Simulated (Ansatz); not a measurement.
`S[SiH2][GaH2]` + CH₃OH → `CO[SiH2]S` + `[GaH3]` at 700 K and 1 bar (cleavage of the Si–Ga bond).

Gas-phase electronic energies from Ansatz, PBE0-D4/def2-TZVP geometries. CCSD(T)/CBS adds triple-zeta CCSD(T) − MP2 to the extrapolated MP2 energy (def2 sets, frozen cores). This one scheme is used for every species. For Ga outer-core shells are correlated without core-valence functions, which leaves a few kJ/mol of doubt a bond. Scalar relativity is left out up to krypton. Each species was taken in one conformer, which may not be the lowest.

| species | CCSD(T)/CBS energy (Eh) | H − E (kJ/mol) | S (J/(mol·K)) |
| --- | --- | --- | --- |
| `S[SiH2][GaH2]` | -2613.80410 | 174.6 | 455.8 |
| CH₃OH | -115.61712 | 170.8 | 288.5 |
| `CO[SiH2]S` | -803.74459 | 254.8 | 454.3 |
| `[GaH3]` | -1925.70545 | 80.8 | 262.3 |

H − E and S are ideal-gas, rigid-rotor, harmonic terms from PBE0-D4/def2-TZVP, for one conformer and one mirror image of each species. 1 Eh = 2625.50 kJ/mol, R = 8.31446 J/(mol·K).

**Question.** By hand: ΔE, ΔH, ΔS and ΔG.

**Answer.** ΔE = (-803.74459) + (-1925.70545) − (-2613.80410) − (-115.61712) = -0.02882 Eh = -75.7 kJ/mol. Δ(H − E) = 254.8 + 80.8 − 174.6 − 170.8 = -9.8, so ΔH = -85.5 kJ/mol. ΔS = 454.3 + 262.3 − 455.8 − 288.5 = -27.7 J/(mol·K). ΔG = -85.5 − 700 × (-27.7)/1000 = -66.1 kJ/mol.

**Question.** By hand: the equilibrium constant, and the temperature at which ΔG would vanish if ΔH and ΔS stayed fixed.

**Answer.** log₁₀ K = −ΔG/(RT ln 10) = 4.9. ΔG = 0 at ΔH/ΔS = 3087 K, far beyond where these terms or the molecules hold.

ΔH outweighs TΔS. A doubt of 5 kJ/mol in ΔE shifts log₁₀ K by 0.4 here. Other conformers and mirror images would add mixing entropy, several J/(mol·K) or more a flexible species. Modes under 60 cm⁻¹, often nearly free rotors, make the harmonic entropy too high. These are equilibria of isolated gas molecules and say nothing of rates. Largest T1 diagnostic: 0.013 (customary marks: 0.02 for closed shells, 0.045 for open ones).
